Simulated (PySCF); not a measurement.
# Structure elucidation problem

Molecular formula: C8H9ClOSi. Simulated spectra:

1H NMR (400 MHz, computed): δ 8.81 (d, 1H), 8.09 (d, 1H), 7.61 (m, 1H), 4.63 (s, 3H), 2.85 (s, 3H).

13C{1H} NMR (computed): δ 177.9 (C), 156.6 (C), 149.5 (CH), 145.0 (CH), 137.2 (C), 135.0 (C), 130.7 (CH), 27.6 (CH3).

Single conformer, non-relativistic Hamiltonian, no solvent model, fast rotation and ring inversion assumed for equivalent nuclei. Coordinates at the GFN2-xTB level; shieldings: GIAO PBE0/pcSseg-1; PySCF 2.14.

Chemical shifts δ = σref − σ; TMS for 1H (σref 31.72), 13C (σref 186.93), all at this level.

**Question.** What is the structure?

**Answer.** 
- Rings plus π bonds: 5 (1 ring in the answer).
- 8 carbon signals for 8 carbons: no two carbons are equivalent.
- Carbon types of the structure: 4 × C, 3 × CH, 1 × CH3, leaving 3 H on heteroatoms.
- δC 177.9: carbonyl carbon.
- δC 156.6, 137.2, 135.0: substituted aromatic carbon.
- δC 149.5, 145.0, 130.7: aromatic CH.
- δC 27.6: methyl carbon on an aromatic ring; aliphatic region, no heteroatom directly attached.
- δH 8.81, 8.09, 7.61: hydrogen on an aromatic CH.
- δH 4.63: hydrogen on a silicon bonded to C.
- δH 2.85: hydrogen on a methyl carbon on an aromatic ring; benzylic-type position, deshielded by the ring.

Structure: `Cc1c([SiH3])cccc1C(=O)Cl`.

The shifts were computed for this structure.

Carbons that carry Cl, above all several Cl atoms, come out too deshielded, partly because spin–orbit coupling is missing. Shifts are as computed. Against solution values, carbons near 30 ppm lie about +3 ppm off and those near 130 ppm about +5 ppm; carbons on Cl a further +6 ppm. Of 1211 compounds with measured shifts, 218 miss one by over three times the rms of a fit or turn the order of signals round; such compounds aren't used in these exercises. Multiplicities follow the n + 1 count of equivalent neighbours, as no J values were calculated; m marks all less simple cases, F and P coupling included.
